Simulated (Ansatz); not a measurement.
**Which method gave which barrier?**

Saddle point of SiNH$_{6}$BrO, closed shell (SiNH₅O ([NH2][SiH2][OH]) + HBr → SiNH₄Br ([NH2][SiH2][Br]) + H₂O; bonds formed: Si1–Br7, O2–H6; bonds broken: Si1–O2, H6–Br7), PBE0-D4/def2-TZVP structure:

Si1  (-0.556, 0.062, -0.312)
O2  (1.281, 0.491, -0.148)
H3  (-0.635, -0.290, -1.738)
H4  (-1.774, 0.496, 0.403)
N5  (-0.219, -1.333, 0.671)
H6  (1.294, 1.474, -0.325)
Br7  (-0.398, 2.597, -0.925)
H8  (1.586, 0.266, 0.743)
H9  (-0.959, -1.678, 1.261)
H10  (0.381, -2.085, 0.369)
(Å)

Ansatz 0.2.0; basis: def2-TZVPP, with def2-QZVPP for the basis limit; cores frozen in the correlated methods. Filled d shells of the heavier atoms are correlated. The def2 sets are not built for correlating such inner shells, so the correlated values are less sure here. Extrapolation: Hartree–Fock as exp(−7.88 √X), correlation as X^−2.97. Four methods, as single points on the PBE0-D4 structures, gave these electronic barriers from the start structure: 16.01, 17.76, 21.09, 27.05 kcal/mol.

(1) The methods were, in alphabetical order, CCSD(T), HF, PBE-D4, r2SCAN-D4. Which gave which? (Judge from chemistry; the calculation decides.)

No T1 diagnostic of these runs exceeds 0.010.

Results:

(1) Computed: PBE-D4 16.01; r2SCAN-D4 17.76; CCSD(T) 21.09; HF 27.05 kcal/mol. For comparison, CCSD(T) at an estimated basis limit (MP2 extrapolated from triple and quadruple zeta, plus CCSD(T) − MP2 in triple zeta) gives 19.45 kcal/mol.

Labels in which every atom is bracketed show which atoms are joined, not bond orders.

For scale, one of the runs: CCSD(T)/def2-TZVPP, 236 basis functions, launched by `ansatz run in.yaml --threads 8 --pin off --events-out ev --progress --plain --max-ram 19148MiB`. The run took 20 s on 8 CPU threads of an Intel Xeon 6975P-C (shared host), with 4.9 GiB of host memory at its peak.
